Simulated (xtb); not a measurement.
xtb input:

```bash
xtb mol.xyz --gfn 2 --ohess tight --chrg 0 --uhf 0
```
mol.xyz:
```
12

C     -1.58768683     0.08318630    -0.01464714
C     -0.11490965     0.18428967     0.46004293
C      0.82688737    -0.48316618    -0.39420324
S      2.56335978    -0.26308558     0.23306167
H     -1.85226486    -0.97222741    -0.12743178
H     -2.25562036     0.53042354     0.66314936
H     -1.66905244     0.53442638    -1.04901749
H      0.12475052     1.24810879     0.53919466
H     -0.06116830    -0.21112397     1.52333693
H      0.82360480    -0.04438386    -1.43152158
H      0.66214070    -1.51861878    -0.49856588
H      2.62500633     1.01444383     0.16192180
```

**Question.** What final total energy does it print?

**Answer.** -13.74318 Eh (GFN2-xTB).
